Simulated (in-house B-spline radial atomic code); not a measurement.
**PBE excitations of Cu II (Cu+)**

Method: PBE. Computed with an all-electron radial atomic-structure program (B-spline basis): linear response of the closed shell [Ar] 3d10 with the functional's adiabatic kernel; non-relativistic, point nucleus, no spin-orbit coupling, no double excitations, S, P, D and F terms only. Only terms of natural parity with L up to 3 were computed.

Without relativity these are model numbers for so heavy an element.

Command:
```bash
python run_td.py task.json out
```
Settings (radii: box in bohr, nucleus in fm):
```
Z                        29
electrons                28
configuration            [Ar] 3d10
hamiltonian              nr
method                   pbe,pbe
box_radius               41.61
intervals                57
```

Time taken, with all properties: 1.5 s on 1 thread of Arm Neoverse N1, on a shared host.

The lowest states, in the order of their Tamm-Dancoff energies; the method's threshold (minus the highest occupied level) is 13.752 eV. Labels give the largest channel, * marks a mixed state, and oscillator strengths are full-response dipole values. Semilocal kernels can invert the small singlet-triplet splittings of Rydberg terms. Energies in eV:

```
     state  full response  Tamm-Dancoff  oscillator strength
3d → 4s 3D          1.741         1.803                    -
3d → 4s 1D          2.294         2.307                    -
3d → 4p 3P          6.864         6.894                    -
3d → 4p 3F          6.948         6.968                    -
3d → 4p 1F          7.145         7.148                    -
3d → 4p 1P          7.743         7.813                0.339
3d → 5s 3D         10.658        10.662                    -
3d → 5s 1D         10.724        10.725                    -
3d → 4d 3S         11.508        11.519                    -
3d → 4d 3D         11.698        11.700                    -
3d → 5p 3P              ?             ?                    -
3d → 5p 3F              ?             ?                    -
3d → 5p 1F         11.762        11.763                    -
3d → 4d 1D         11.774        11.778                    -
3d → 5p 1P         11.842        11.852               0.0247
3d → 4d 1S         12.049        12.095                    -
```

Task: Where does 3d → 5p 3F lie?

Result: At 11.732 eV in full response, 11.734 eV in Tamm-Dancoff.

Task: Where does 3d → 5p 3P lie?

Result: At 11.716 eV in full response, 11.719 eV in Tamm-Dancoff.

Task: How large is the singlet-triplet splitting of 3d → 4s (D terms) in Tamm-Dancoff?

Result: 0.503 eV, from the unrounded values.

Task: What polarisabilities and dispersion coefficient does the method give?

Result: Dipole 8.067 bohr³, quadrupole 68.6 bohr⁵, C6 27.3 hartree·bohr⁶ for two such species.
